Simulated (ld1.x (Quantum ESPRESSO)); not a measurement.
How hard is this Yb (Z = 70) PAW potential?

ld1.x (Quantum ESPRESSO) 7.5 input, shortened:

```
&input
   title='Yb', zed=70., rel=1, dft='PBESOL', iswitch=3,
   config='[Xe] 4f13 5d1 6s1.75 6p0'
 /
 &inputp
   pseudotype=3, lpaw=.true., tm=.true., lloc=-2, rcloc=3.75,
   nlcc=.false.,
   which_augfun='BESSEL', rmatch_augfun=3.45
 /
6
6S  1  0   1.75   0.00  3.00  3.45  0.0
6S  1  0   0.00   3.30  3.00  3.45  0.0
6P  2  1   0.00   0.00  3.25  4.25  0.0
6P  2  1   0.00   0.20  3.25  4.25  0.0
5D  3  2   1.00   0.00  3.45  3.65  0.0
5D  3  2   0.00   0.25  3.45  3.65  0.0
 &test
   configts(1)='5d1 6s1.75 6p0'
 /
```

The pseudo-atom Hamiltonian at the reference potential is diagonalised in spherical Bessel functions j_l(qr) that vanish at 20 bohr, with q² up to the cutoff. All-electron valence levels (Ry): 6s -0.4334, 6p -0.1762, 5d -0.2421.

Problem. How do the lowest levels (Ry) of each channel move with the cutoff, and are there ghosts?

Solution.

```csv
cutoff (Ry),s #1,p #1,p #2,d #1,d #2,f #1,Σ f·Δε (mRy)
8,-0.4334,-0.1762,0.0027,-0.2420,0.0101,0.0618,0.1
10,-0.4334,-0.1762,0.0027,-0.2420,0.0097,0.0618,0.1
12,-0.4334,-0.1762,0.0027,-0.2421,0.0097,0.0618,0.0
400,-0.4334,-0.1762,0.0027,-0.2421,0.0097,0.0618,0.0
```

Result: no extra level below or beside the all-electron valence levels (s, p, d, f tested); 10 mRy is reached at 6 Ry and 1 mRy at 8 Ry.
